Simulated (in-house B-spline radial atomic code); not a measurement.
Ionisation energies along the 19-electron series, configuration [Ar] 3d1, as differences of self-consistent energies. Dirac energy differences include first-order Breit, QED and recoil terms. NIST's values go from ground level to ground level; the uncertainty of those that are theory runs from under 0.1 % in few-electron ions to several per cent in heavy many-electron ones. Computed with a radial B-spline atomic code at the basis-set limit: Dirac-Hartree-Fock, average of the configuration, finite nuclei.

| ion | configuration after | ionisation energy (eV) | IE/(q+1)² (eV) | Breit and QED recoil part (eV) | tabulated value (eV) | computed minus tabulated (eV) |
| --- | --- | --- | --- | --- | --- | --- |
| Er49+ | [Ne] 3s2 3p6 | 4262.7 | 1.7051 | -2.049 | 4294 | -31 |
| Tm50+ | [Ne] 3s2 3p6 | 4426.9 | 1.702 | -2.1775 | 4461 | -34 |
| Yb51+ | [Ne] 3s2 3p6 | 4594.3 | 1.6991 | -2.3112 | 4630 | -36 |
| Lu52+ | [Ne] 3s2 3p6 | 4764.8 | 1.6963 | -2.4502 | 4803 | -38 |
| Hf53+ | [Ne] 3s2 3p6 | 4938.5 | 1.6936 | -2.5947 | 4980 | -42 |
| Ta54+ | [Ne] 3s2 3p6 | 5115.3 | 1.691 | -2.7447 | 5159 | -44 |
| W55+ | [Ne] 3s2 3p6 | 5295.2 | 1.6885 | -2.9003 | 5348 | -53 |
| Re56+ | [Ne] 3s2 3p6 | 5478.3 | 1.6862 | -3.0617 | 5528 | -50 |
| Os57+ | [Ne] 3s2 3p6 | 5664.6 | 1.6839 | -3.229 | 5717 | -52 |
| Ir58+ | [Ne] 3s2 3p6 | 5854.0 | 1.6817 | -3.4022 | 5910 | -56 |
| Pt59+ | [Ne] 3s2 3p6 | 6046.6 | 1.6796 | -3.5816 | 6106 | -59 |

Where a p, d or f electron is removed, the computed value is a mean over both j, so it misses the tabulated one by a part of the spin-orbit splitting; averaging over terms and missing correlation add to the gap, relatively most at low charge.
